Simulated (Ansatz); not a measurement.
The first iterations of a band of C2H7AlBF (12 atoms, charge 0, multiplicity 1).

These are results of RKS PBE0-D4/def2-SVP (Ansatz 0.2.0), not measurements.

```json
{"movable images": "5", "climbing image": "yes", "spring": "5.0 eV/Å²", "optimiser": "quadratic models (default)", "start path": "IDPP", "force threshold": "0.03 eV/Å", "iteration limit": "60", "end points": "relaxed"}
```

Image 0:

```xyz
12
Properties=species:S:1:pos:R:3
C -0.892 0.069 1.216
C -0.297 -1.079 0.412
B 0.531 -0.676 -0.862
F 0.929 -1.680 -1.653
Al 1.077 1.354 -1.381
H -1.613 0.651 0.618
H -0.110 0.768 1.563
H -1.426 -0.275 2.115
H -1.074 -1.804 0.100
H 0.398 -1.678 1.035
H 2.408 2.036 -0.812
H 0.147 2.259 -2.316
```

Image 6:

```xyz
12
Properties=species:S:1:pos:R:3
C -0.803 0.071 1.276
C -0.214 -1.078 0.468
B 0.611 -0.676 -0.807
F 1.183 -1.679 -1.485
Al 0.861 1.352 -1.525
H -1.484 0.688 0.666
H -0.015 0.736 1.667
H -1.384 -0.276 2.144
H -1.010 -1.764 0.115
H 0.437 -1.720 1.094
H -0.197 2.028 -2.516
H 2.092 2.263 -1.063
```

| iteration | highest image above the first end (eV) | largest band force component (eV/Å) |
| --- | --- | --- |
| 1 | 0.286 | 0.799 |
| 2 | 0.091 | 0.751 |

Task: Does the band converge within its limit, and where does its top end?

Result: It converged. It ended after 7 iterations with the highest image 0.064 eV above the first end. A vibrational analysis at the climbing image gives one clearly imaginary mode, 101i cm⁻¹, and a faint second one (21i cm⁻¹) that may be numerical noise or a soft torsion: probably a first-order saddle point.

The run took 57 s on 2 threads of Intel(R) Xeon(R) 6975P-C (Granite Rapids), with other jobs on the host, peak memory 0.28 GiB.
